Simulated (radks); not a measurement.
Ar2+, 16 electrons, occupied as [Ne] 3s2 3p4 (the NIST ground configuration).

All-electron calculation, Dirac Kohn-Sham, LDA (Slater exchange, Perdew-Zunger correlation), spin-unpolarised, spherical densities, point nucleus; open shells are shared between the two j in proportion to 2j + 1. Program: a radial shooting solver on a logarithmic mesh with Libxc functionals.

Energy parts (hartree):
| part | energy |
|---|---|
| total | -526.15962 |
| kinetic | 529.02786 |
| electron-nucleus | -1241.03054 |
| Hartree | 214.31643 |
| exchange-correlation | -28.47337 |

Orbitals (lengths in bohr, moments of r in powers of bohr; r(max) is where P^2 peaks; r(90%) holds 90 % of the orbital's charge):
| orbital | occ. | eigenvalue (hartree) | <1/r> | r(max) | r(90%) | <r^4> | small-component weight |
|---|---|---|---|---|---|---|---|
| 1s1/2 | 2 | -115.4236 | 17.65 | 0.05620 | 0.153 | 0.0002545 | 4.10e-03 |
| 2s1/2 | 2 | -11.97594 | 3.550 | 0.3394 | 0.649 | 0.07502 | 6.58e-04 |
| 2p1/2 | 2 | -9.60594 | 3.475 | 0.2791 | 0.622 | 0.06494 | 6.40e-04 |
| 2p3/2 | 4 | -9.52381 | 3.445 | 0.2810 | 0.626 | 0.06638 | 6.35e-04 |
| 3s1/2 | 2 | -1.85424 | 1.049 | 1.147 | 1.99 | 6.686 | 1.24e-04 |
| 3p1/2 | 1.33333 | -1.30977 | 0.9335 | 1.222 | 2.25 | 10.73 | 1.03e-04 |
| 3p3/2 | 2.66667 | -1.30142 | 0.9281 | 1.228 | 2.26 | 10.91 | 1.02e-04 |
| 3d3/2 | 0 | -0.54700 | 0.6460 | 1.483 | 3.26 | 47.44 | 5.23e-05 |
| 3d5/2 | 0 | -0.54656 | 0.6454 | 1.485 | 3.26 | 47.58 | 5.22e-05 |
| 4s1/2 | 0 | -0.48248 | 0.3855 | 3.166 | 5.07 | 281.8 | 2.81e-05 |

The highest occupied level is 3p3/2 at -35.413 eV. The density falls to 0.001 e/bohr^3 at r = 3.19 bohr. Summed over all electrons, <r^2> = 15.64 bohr^2, which gives a Langevin (diamagnetic) susceptibility term of -12.4 x 10^-6 cm^3/mol. For comparison, the ionisation energy in NIST's Atomic Spectra Database is 40.74 eV (semi-empirical). In exact Kohn-Sham theory the highest level is minus the ionisation energy, but local and semilocal functionals leave it too shallow, through self-interaction and a potential that decays too fast; potentials with the right tail come closer.

Run on one thread of a shared host, so times are rough (Intel(R) Xeon(R) Platinum 8488C): 0.07 s of CPU time, 0.08 s wall, 13 iterations on 2486 mesh points.

Beside tabulated values, note that spin-unpolarised runs miss the spin-polarisation part of the exchange energy of open shells.
